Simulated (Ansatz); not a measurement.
`CB(N)[SiH2]Cl` + `C[SiH](S)Cl` → `C[SiH](Cl)S[SiH2]Cl` + `CBN`  (cleavage of the Si–B bond)

Isolated molecules relaxed with PBE0-D4/def2-TZVP in Ansatz; ΔE leaves out vibrations. CBS: MP2 limit from def2 TZ/QZ plus the TZ coupled-cluster correction, frozen cores. Each species was taken in one conformer, which may not be the lowest.

```
              species  CCSD(T)/CBS(def2) energy (Eh)
      `CB(N)[SiH2]Cl`                     -870.72136
        `C[SiH](S)Cl`                    -1187.79090
`C[SiH](Cl)S[SiH2]Cl`                    -1937.33162
                `CBN`                     -121.21267
```

Q: Work out ΔE.

A: ΔE = (-1937.33162) + (-121.21267) − (-870.72136) − (-1187.79090) = -0.03203 Eh = -20.1 kcal/mol.

Largest T1 diagnostic among the species: 0.011.

From PBE to PBE0 (25 % exact exchange), in def2-TZVPP and without D4, ΔE moves by −1.0 kcal/mol. The D4 term adds −1.9 kcal/mol with B3LYP and −1.0 kcal/mol with PBE0; it sums over pairs of atoms, weighted by their polarisabilities, and B3LYP, whose exchange is more repulsive, gets the larger term.

B3LYP here is the variant with VWN-RPA as its local correlation; programs differ in this.
